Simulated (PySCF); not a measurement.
Compound: (Cl)1Al(OSiH2)2O.
Cartesian coordinates in Å at the PBE0-D3(BJ)/def2-SVP level; atoms count from 1:
```
atom  x, y, z in Å
Al1    0.5252   -1.1885    1.3217
Cl2    1.1561   -2.5340    2.7610
O3    -0.4021   -1.6546   -0.0269
Si4   -0.9091   -0.6825   -1.2749
O5    -0.3950    0.8670   -0.9515
Si6    0.4992    1.6179    0.2353
O7     0.9008    0.4712    1.3689
H8    -0.2941   -1.1435   -2.5477
H9    -2.3934   -0.6951   -1.3512
H10    1.7375    2.1762   -0.3693
H11   -0.3271    2.6803    0.8655
```

NICS is the negative of the GIAO shielding at a point without a nucleus: at the ring centre (0) and 1 Å above and below it (1); zz is the component along the ring normal. Level: GIAO B3LYP/pcSseg-1 (pcSseg-2 on Al) (PySCF, non-relativistic, gas phase) on the PBE0-D3(BJ)/def2-SVP geometry, one conformer.

Ring bond lengths (Å): Al1–O3 1.702, O3–Si4 1.661, Si4–O5 1.664, O5–Si6 1.665, Si6–O7 1.662, O7–Al1 1.702.

Task: What do the NICS probes read (ppm)?

Result: 
```
                ring                                   type  NICS(0)  NICS(1), two faces  NICS(1)zz, two faces  rms pucker (Å)  centre to ring atoms, mean (Å)
Al1–O3–Si4–O5–Si6–O7  6-membered ring with Al, 3 O and 2 Si     -2.9         -0.6 / -0.6             3.0 / 2.9            0.01                            1.67
```

Task: What can be read from them?

Result: 
- Al1–O3–Si4–O5–Si6–O7: mean NICS(1)zz 2.9 ppm, near zero. Si4, Si6 have four or more neighbours; no verdict on aromaticity is drawn.

Task: At the first NICS(1) probe listed for ring Al1–O3–Si4–O5–Si6–O7, 1 Å off the ring, how large is the induced field along the normal in 9.4 T applied along it?

Result: NICSzz × B0 = 3.0 ppm × 9.4 T = 28 μT, along the applied field.

Task: How shielded are the nuclei of the rings and their hydrogens (means over atoms taken as equivalent)?

Result: 
```csv
atoms,environment,σ isotropic (ppm),"principal values of the symmetric part, first atom (ppm)"
Al1,aluminium bonded to Cl and 2 O,449.2,"386.6, 443.7, 517.4"
O3 (×2),oxygen bonded to Al and Si,232.1,"175.8, 222.2, 298.0"
Si4 (×2),silicon bonded to 2 O and 2 H,373.1,"353.6, 378.3, 387.7"
O5,oxygen bonded to 2 Si,231.1,"151.4, 210.9, 331.1"
H8 (×4),hydrogen on silicon,26.30,"23.1, 23.7, 32.0"
```

Task: How do the values depend on the level or the medium?

Result: 
```
                               level  NICS(0), Al1–O3–Si4–O5–Si6–O7  mean NICS(1)zz, Al1–O3–Si4–O5–Si6–O7
B3LYP/pcSseg-1 (pcSseg-2 on Al), gas                           -2.9                                   2.9
  PBE/pcSseg-1 (pcSseg-2 on Al), gas                           -3.0                                   3.1
 PBE0/pcSseg-1 (pcSseg-2 on Al), gas                           -3.0                                   2.9
```

The geometry is the same throughout.
